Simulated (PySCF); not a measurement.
Dipole response of Cr⁺ (chromium, charge +1)

[Ar] 3d5, high-spin 6S determinant. Computed with PySCF 2.14 in aug-cc-pVTZ with one added diffuse shell each of s, p, d, f, g type (9s8p6d4f3g, 118 functions), with no relativity, point nucleus. Coupled (time-dependent) response in atomic units; α is the mean over directions.

```json
{"method": "PBE0", "mean α (bohr³)": "12.27", "C₆ (like pair)": "45.54", "S(−4)": "177.8"}
```

S(−4) is the Cauchy moment in α(ω) = α(0) + S(−4) ω² + …

α(iu) at PBE0:

```csv
u (hartree),α(iu) (bohr³)
0,12.27
0.0500,11.85
0.100,10.82
0.200,8.501
0.300,6.796
0.500,4.825
0.750,3.515
1.00,2.725
1.50,1.811
2.00,1.301
3.00,0.7652
5.00,0.3555
```

A single London oscillator, α(iu) = α/(1 + u²/ω²), gives C₆ = (3/4) ω α². Matching the computed C₆ needs ω = 4 × 45.54 / (3 × 12.27²) = 0.403 hartree.

For an ion, C₆ is the dispersion term alone; charge-induced terms of lower order in 1/R come first.
